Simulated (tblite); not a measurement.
Compound: C7H7NS.
Atom-mapped SMILES: `[CH2:1]=[N:2][c:3]1[cH:4][cH:5][c:6]([SH:7])[cH:8][cH:9]1` (hydrogens: H10, H11 on C1; H12 on C4; H13 on C5; H14 on S7; H15 on C8; H16 on C9)

Computed with GFN2-xTB (tblite), gas phase: Langevin dynamics at 400 K from the optimised GFN2-xTB geometry, time step 0.5 fs, friction 0.01 fs⁻¹, 2000 steps. The instantaneous temperature is 2·E(kin)/(3Nk) with all 3N coordinates.

```csv
t (fs),T (K),E(pot) above start (eV),C1=N2 (Å),N2–C3 (Å),C3–C4 (Å),C4–C5 (Å),C5–C6 (Å),C1–H10 (Å),C1–N2–C3–C4 (°)
0,325,0.000,1.255,1.383,1.397,1.379,1.390,1.081,-45
50,214,0.545,1.243,1.344,1.384,1.418,1.383,1.059,-58
100,269,0.757,1.263,1.329,1.384,1.420,1.389,1.110,-44
150,394,0.653,1.239,1.360,1.454,1.400,1.413,1.033,-54
200,377,0.994,1.255,1.452,1.413,1.373,1.348,1.168,-19
250,489,0.990,1.298,1.469,1.375,1.355,1.438,0.985,21
300,441,0.875,1.236,1.382,1.368,1.383,1.397,1.258,34
350,382,0.637,1.253,1.332,1.403,1.374,1.374,1.010,55
400,270,0.650,1.254,1.324,1.404,1.370,1.409,1.126,59
450,179,0.858,1.241,1.419,1.413,1.359,1.384,1.060,53
500,404,0.527,1.269,1.382,1.423,1.396,1.364,1.136,46
550,467,0.433,1.247,1.380,1.415,1.379,1.408,1.075,52
600,246,0.861,1.249,1.324,1.420,1.342,1.410,1.081,38
650,455,0.716,1.270,1.381,1.381,1.388,1.388,1.098,38
700,499,0.874,1.234,1.412,1.365,1.351,1.410,1.056,52
750,259,0.966,1.281,1.466,1.323,1.406,1.369,1.130,45
800,362,0.675,1.261,1.429,1.348,1.379,1.345,1.072,35
850,409,0.578,1.261,1.363,1.382,1.423,1.367,1.076,31
900,536,0.934,1.228,1.361,1.420,1.448,1.322,1.122,38
950,653,0.679,1.291,1.368,1.421,1.400,1.385,1.098,48
1000,538,0.492,1.268,1.400,1.406,1.420,1.371,1.074,28
```

Task: From 500 fs on, how do temperature and potential energy compare with equipartition?

Result: The mean temperature of these 11 frames is 439 K against the target 400 K, and the mean potential energy 0.70 eV against 42 × kT/2 = 0.72 eV for 42 classical harmonic modes. For 16 atoms in a canonical ensemble the temperature itself scatters by T·√(2/(3N)) = 82 K; here its standard deviation is 116 K. The whole run lasts only 10 friction times of 100 fs, so these averages carry a wide statistical error.

Task: What are the kinetic and total energies of the listed frame with the highest potential energy?

Result: The one at 200 fs, 0.994 eV above the start. Its kinetic energy is 3NkT/2 = 0.779 eV at 377 K, so the sum is 1.77 eV; over the listed frames the sum runs from 0.67 to 2.04 eV, since the thermostat adds and removes energy.

Task: How much do the listed bonds fluctuate from 500 fs on?

Result: 
| bond | at the start (Å) | mean (Å) | standard deviation (Å) |
| --- | --- | --- | --- |
| C1=N2 | 1.255 | 1.260 | 0.018 |
| N2–C3 | 1.383 | 1.388 | 0.036 |
| C3–C4 | 1.397 | 1.391 | 0.033 |
| C4–C5 | 1.379 | 1.394 | 0.030 |
| C5–C6 | 1.390 | 1.376 | 0.027 |
| C1–H10 | 1.081 | 1.093 | 0.025 |

The motion is classical and holds no zero-point motion.

The cost below is that of the whole dynamics run. On one thread of an AMD EPYC 9R45, shared host with 96 logical CPUs at a one-minute load of 56, this took 10 s and 0.18 GiB of memory at its peak.
